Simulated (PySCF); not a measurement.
[HgF2]-: map over both bonds

Level of theory: UPBE0 in PySCF with Hg def2-TZVPD with ECP60, F def2-TZVPD; scalar-relativistic core potentials, no spin–orbit coupling; density-fitted integrals.

Rigid scan from the doublet minimum (Hg–F 2.185 Å (×2); F–Hg–F 135.7°). Coordinate: rows scale the first bond (Hg–F), columns the second (Hg–F). Energies in kJ/mol from the minimum.

```csv
scale \ scale,0.94,0.97,1.00,1.04,1.09,1.15
0.94,16.5,10.0,7.9,9.7,16.6,28.4
0.97,10.0,3.8,?,3.9,11.1,23.2
1.00,7.9,1.8,0.1,2.4,9.9,22.3
1.04,9.7,?,2.4,5.1,12.9,?
1.09,?,11.1,9.9,12.9,21.1,34.1
1.15,28.4,23.2,22.3,25.6,?,47.4
```

Problem. Fill in the five missing cells, row by row.

Solution. 1.8, 3.9, 25.6, 16.6, 34.1.

No spin–orbit coupling is included, which matters more the heavier the element.

The scan took roughly 7 core-minutes on a shared host.
